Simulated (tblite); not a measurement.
Compound: C5H14P2.
Cartesian coordinates in Å at the GFN2-xTB level; atoms count from 1:
```
atom  x, y, z in Å
C1     2.6457    0.0585    0.9051
P2     1.3969   -1.2804    0.7274
C3     0.8324   -0.9640   -1.0103
C4    -0.0504    0.2778   -0.9845
P5    -0.7208    0.4538    0.7359
C6    -1.8577    1.8868    0.4296
C7    -1.9760   -0.8912    0.7170
H8     3.2661    0.1380    0.0133
H9     2.1270    0.9997    1.0849
H10    3.2731   -0.1642    1.7666
H11    2.3331   -2.2739    0.3689
H12    1.6839   -0.8572   -1.6886
H13    0.2575   -1.8389   -1.3275
H14   -0.8563    0.2347   -1.7234
H15    0.5429    1.1745   -1.1891
H16   -2.4736    2.0427    1.3138
H17   -1.2637    2.7842    0.2638
H18   -2.5016    1.7138   -0.4319
H19   -1.4681   -1.8509    0.7939
H20   -2.5737   -0.8545   -0.1936
H21   -2.6256   -0.7724    1.5828
```

Method: GFN2-xTB as coded in tblite; computed harmonic values from a numerical Hessian at the method's own geometry, unscaled. Against measured fundamentals such values can be off by several per cent, at times by over 20. Modes of hydrogen on phosphorus can be 10 to 20 % off. One conformer, not necessarily the lowest.

Harmonic wavenumbers (cm⁻¹): 88.2, 96.5, 142.9, 154.1, 169.7, 183.1, 198.5, 229.1, 262.3, 279.6, 310.0, 405.6, 676.1, 686.0, 717.4, 734.5, 747.4, 752.4, 757.4, 799.6, 816.9, 849.6, 857.1, 897.6, 915.4, 929.7, 983.8, 1050.7, 1060.4, 1150.5, 1234.1, 1236.1, 1310.6, 1311.7, 1323.8, 1429.9, 1433.3, 1437.5, 1445.6, 1446.6, 1451.6, 1459.2, 1460.9, 2178.0, 2914.9, 2926.0, 2941.2, 2947.6, 2976.6, 2984.9, 2986.7, 2995.5, 3003.3, 3007.8, 3008.5, 3009.0, 3010.6.

A = 2811, B = 1131, C = 1073 MHz; mass 136.057 u (most abundant isotopes); point group C1, symmetry number 1.

Task: Zero-point energy?

Result: ½Σν̃ = 38387 cm⁻¹ = 459.21 kJ/mol.

Task: Entropy at 298.15 K, 1 bar (ideal gas, RRHO, classical rotation)?

Result: Translation 170.13, rotation 121.06, vibration 127.73: S = 418.9 J/(mol K).

Task: And Cp and H(298.15 K) − H(0)?

Result: Cp = 174.69 J/(mol K), of which vibrations give 141.43 (their classical limit is 57 R = 473.9); H(298.15 K) − H(0) = 31.14 kJ/mol without the zero-point energy, 21.23 from vibrations.

Task: What must be added to the electronic energy to get the Gibbs energy at 298.15 K and 1 bar?

Result: ZPE + [H(298.15 K) − H(0)] − T·S = 459.21 + 31.14 − 124.90 = 365.45 kJ/mol.

Task: Blend soft modes into free rotors: weight 1/[1 + (100 cm⁻¹/ν̃)⁴] for the oscillator and the rest for a rotor with moment μB/(μ + B), μ = h/(8π²ν), B = 10⁻⁴⁴ kg m². What vibrational entropy results?

Result: 124.14 J/(mol K) in place of 127.73, which changes −T·S at 298.15 K by +1.07 kJ/mol.

Hindered rotation and anharmonicity are outside this model. Other conformers, if any are populated, would add a mixing term that is left out. The structure is chiral; the term R ln 2 for an equal mix with its mirror image is left out.
